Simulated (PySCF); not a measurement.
These compounds are isomers of formula C5H9NO2Si.

A. `C=CC(=O)N[SiH2]C(C)=O`
B. SMILES C=C([SiH2]N)C(=O)CC=O
C. `C(=C)O[SiH2]CC(=O)N=C`
D. `InChI=1S/C5H9NO2Si/c1-2-4-5(8-9)3-7-6-4/h3H,2H2,1,9H3`

Spectrum 1. $^{13}$C{$^{1}$H} NMR (computed): δ 183.0 (C), 156.5 (CH), 148.1 (CH2), 95.4 (CH2), 31.9 (CH2).

Spectrum 2. $^{13}$C{$^{1}$H} NMR (computed): δ 202.2 (CH), 200.1 (C), 158.8 (C), 149.4 (CH2), 65.4 (CH2).

Spectrum 3. $^{13}$C{$^{1}$H} NMR (computed): δ 161.8 (C), 148.1 (C), 146.3 (CH), 22.4 (CH2), 14.8 (CH3).

Spectrum 4. $^{13}$C{$^{1}$H} NMR (computed): δ 245.5 (C), 174.5 (C), 140.6 (CH2), 134.8 (CH), 39.1 (CH3).

Level of theory: structure optimised with GFN2-xTB, σ from GIAO-PBE0/pcSseg-1, in PySCF (one computed conformer, one averaged value for each set of equivalent atoms, no solvent model, no relativistic terms).

δ = σ(ref) − σ, references computed at the same level: $^{13}$C (σref 186.93) against TMS. Acid and N–H amide carbonyl carbons lie up to 10 ppm further downfield in solution (hydrogen bonding). Shifts are as computed. Against solution values, carbons near 30 ppm lie about +3 ppm off and those near 130 ppm about +5 ppm. Of 1309 compounds with measured shifts, 239 miss one by over three times the rms of a fit or turn the order of signals round; such compounds aren't used in these exercises.

Q: Match each spectrum to its structure.

A: 1–C, 2–B, 3–D, 4–A.

- Spectrum 1 (C): 5 $^{13}$C signals; δC 183.0 is an amide carbonyl carbon; δC 156.5 is an alkene carbon bearing oxygen.
- Spectrum 2 (B): 5 $^{13}$C signals; δC 202.2 is an aldehyde carbonyl carbon; δC 200.1 is a ketone carbonyl carbon.
- Spectrum 3 (D): 5 $^{13}$C signals; δC 148.1 is an aromatic carbon bearing oxygen; δC 22.4 is an sp3 CH2 on an aromatic ring.
- Spectrum 4 (A): 5 $^{13}$C signals; δC 174.5 is an amide carbonyl carbon; δC 140.6 is a β carbon of a C=C–C=O unit.
